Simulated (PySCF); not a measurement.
# Towards the basis-set limit for GeSe

State: ¹Σ⁺, singlet, closed shell. De refers to Ge + Se. RHF-based CCSD(T) in PySCF 2.14 with Ge cc-pwCVDZ-PP with ECP10, Se aug-cc-pVDZ-PP with ECP10 and Ge cc-pwCVTZ-PP with ECP10, Se aug-cc-pVTZ-PP with ECP10 (frozen core orbitals: 13; scalar-relativistic core potentials). Correlation energies are extrapolated as n⁻³ (n = 2, 3), Hartree–Fock as (n+1)·exp(−9√n).

```
      Level  Re (Å)  ωe (cm⁻¹)  ωexe (cm⁻¹)  αe (cm⁻¹)  De (eV)
 CCSD(T)/DZ  2.1649      391.3        0.871   0.000284    4.702
 CCSD(T)/TZ  2.1475      399.3        0.847   0.000281    4.967
     HF/CBS  2.1150      439.9        0.720   0.000243    2.736
    MP2/CBS  2.1316      410.9        0.727   0.000268    5.225
   CCSD/CBS  2.1273      420.4        0.751   0.000259    4.738
CCSD(T)/CBS  2.1426      402.4        0.841   0.000280    5.081
```

Question: How much is left between CCSD(T)/TZ and the basis-set limit, and how much do the triples give at the limit?

Answer: CCSD(T)/CBS less CCSD(T)/TZ: -4.9 mÅ in Re, +3.1 cm⁻¹ in ωe and +0.114 eV in De. CCSD(T)/CBS less CCSD/CBS: +15.3 mÅ in Re, -18.0 cm⁻¹ in ωe and +0.343 eV in De.

Measured (Huber and Herzberg, Constants of Diatomic Molecules (1979)): Re = 2.134629 Å, ωe = 408.7 cm⁻¹, ωexe = 1.36 cm⁻¹. The last row is off by 8.0 mÅ and -6.3 cm⁻¹.

The T1 diagnostic is 0.024, large enough to doubt a single reference. The open-shell atoms are computed with UHF. Spin–orbit coupling, excitations beyond (T) and corrections to the Born–Oppenheimer picture are left out.

The whole job (state search and all basis sets along the bond) took about 2.1 min on 4 threads of AMD EPYC 9R45 96-Core (shared host), peak memory 3.8 GiB.
